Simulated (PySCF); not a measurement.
## Bonding in `C[SiH2]O[SiH2]CS(C)(=O)=O`

Compound: C₃H₁₂O₃SSi₂.
Numbering: `[CH3:1][SiH2:2][O:3][SiH2:4][CH2:5][S:6]([CH3:7])(=[O:8])=[O:9]` (hydrogens: H10, H11, H12 on C1; H13, H14 on Si2; H15, H16 on Si4; H17, H18 on C5; H19, H20, H21 on C7)

Geometry (GFN2-xTB, Å), atoms numbered from 1 in this order:
```xyz
21
C3H12O3SSi2 angstrom
C     -4.100    0.428   -0.020
Si    -3.032   -1.100    0.305
O     -1.450   -0.699    0.237
Si    -0.293    0.370   -0.126
C      1.322   -0.526    0.280
S      2.514    0.701   -0.204
C      4.139   -0.024    0.190
O      2.339    1.867    0.618
O      2.444    0.883   -1.628
H     -5.159    0.193    0.009
H     -3.913    1.200    0.722
H     -3.881    0.857   -0.994
H     -3.203   -1.624    1.661
H     -3.205   -2.127   -0.722
H     -0.371    0.674   -1.551
H     -0.457    1.540    0.732
H      1.470   -0.730    1.333
H      1.505   -1.414   -0.312
H      4.245   -0.942   -0.374
H      4.179   -0.202    1.256
H      4.897    0.690   -0.105
```

Bond orders from the PBE0/pcSseg-1 density (PySCF). The structure is a single GFN2-xTB conformer in the gas phase; no vibrational or solvent corrections.

Problem. How far do the computed orders between heavy atoms stray from the drawn ones?

Solution. The largest departure is 0.289, at S6–O8 (drawn double, 1.711). Drawn single, order below 0.88: Si4–C5 (0.796).

Problem. Give the Mayer order of every bond, beside its length.

Solution. 
| bond | drawn as | length (Å) | Mayer order |
| --- | --- | --- | --- |
| C1–Si2 | single | 1.893 | 0.950 |
| Si2–O3 | single | 1.633 | 0.897 |
| O3–Si4 | single | 1.616 | 0.941 |
| Si4–C5 | single | 1.891 | 0.796 |
| C5–S6 | single | 1.778 | 0.905 |
| S6–C7 | single | 1.822 | 0.880 |
| S6–O8 | double | 1.437 | 1.711 |
| S6–O9 | double | 1.437 | 1.718 |
| C1–H10 | single | 1.085 | 0.958 |
| C1–H11 | single | 1.087 | 0.957 |
| C1–H12 | single | 1.087 | 0.957 |
| Si2–H13 | single | 1.463 | 0.927 |
| Si2–H14 | single | 1.463 | 0.926 |
| Si4–H15 | single | 1.459 | 0.943 |
| Si4–H16 | single | 1.460 | 0.944 |
| C5–H17 | single | 1.083 | 0.922 |
| C5–H18 | single | 1.082 | 0.921 |
| C7–H19 | single | 1.082 | 0.943 |
| C7–H20 | single | 1.082 | 0.943 |
| C7–H21 | single | 1.083 | 0.943 |

By pair of heavy elements: C–Si: lowest Si4–C5 (0.796, 1.891 Å), highest C1–Si2 (0.950, 1.893 Å). O–Si: lowest Si2–O3 (0.897, 1.633 Å), highest O3–Si4 (0.941, 1.616 Å). C–S: lowest S6–C7 (0.880, 1.822 Å), highest C5–S6 (0.905, 1.778 Å). O–S: all 2 within 0.02 of one another (1.711 to 1.718).

Problem. Sum the orders of all bonds at each heavy atom with more than one neighbour and set the sums beside the valence in the SMILES.

Solution. C1 3.822 (drawn 4), Si2 3.700 (drawn 4), O3 1.838 (drawn 2), Si4 3.624 (drawn 4), C5 3.544 (drawn 4), S6 5.214 (drawn 6), C7 3.709 (drawn 4). Orders between atoms that aren't bonded are not in these sums.

Mayer orders depend on the basis set.
